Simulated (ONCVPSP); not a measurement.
# What the settings do to the ONCV potential of iridium (Ir)

Base potential:

- Element: iridium (Ir)
- Generator: ONCVPSP 4.0.1
- Type: optimised norm-conserving Vanderbilt (ONCV)
- Functional: PBE
- Relativity: scalar-relativistic
- Frozen core: [Kr] 4d10 4f14
- Valence charge: 17
- Reference configuration: 5s2 5p6 5d7 6s2
- Partial waves: 5s+6s: rc 1.85 bohr, ncon 3, nbas 6, qcut 6 1/bohr, 2 projectors; 5p: rc 1.50 bohr, ncon 4, nbas 8, qcut 10.3 1/bohr, 2 projectors, debl 3 Ha; 5d: rc 2.30 bohr, ncon 5, nbas 10, qcut 5.8 1/bohr, 2 projectors, debl 1.5 Ha
- Local potential: polynomial inside 1.20 bohr (lpopt 5, dvloc0 3 Ha)
- Core correction: none

Cutoffs, loose and tight: the cutoffs (Ha) at which the residual kinetic energy of the hardest occupied pseudo-wave falls to 1 and 0.1 mHa per electron. They do not see the model core or the augmentation charge, which bear on the density cutoff. Test errors are all-electron minus pseudo excitation energies from the reference, over the configurations 5s2 5p6 5d7 6s1; 5s2 5p6 5d7 6s0; 5s2 5p6 5d6 6s0; 5s2 5p6 5d7.5 6s1.5. A dash means not determined; rows that change the core or the reference have their own tests.

```tsv
change	outcome	cutoff, loose	cutoff, tight	bound ghosts	GHOST(+) flags above zero	largest test error (meV)
base	generated	34 Ha	40 Ha	none	s	-20
d: qcut 3.7	generated	67 Ha	75 Ha	none	s, d	-36
d: qcut 4.7	generated	34 Ha	68 Ha	none	s, d	-24
d: qcut 5.7	generated	34 Ha	40 Ha	none	s	-20
d: qcut 6.4	generated	34 Ha	40 Ha	none	s	-19
d: qcut 7.5	generated	34 Ha	40 Ha	none	s	-18
d: qcut 8.7	generated	34 Ha	40 Ha	none	s	-18
```

Reading the sweep of the qcut of the d channel (base included, trends over the rows without a ghost): The loose cutoff falls from 67 Ha at 3.7 to 34 Ha at 8.7 1/bohr. The median size of the test errors (rows with all tests solved) is not monotonic: lowest 9.0 meV at 4.7 1/bohr, highest 11.8 meV at 3.7 1/bohr.
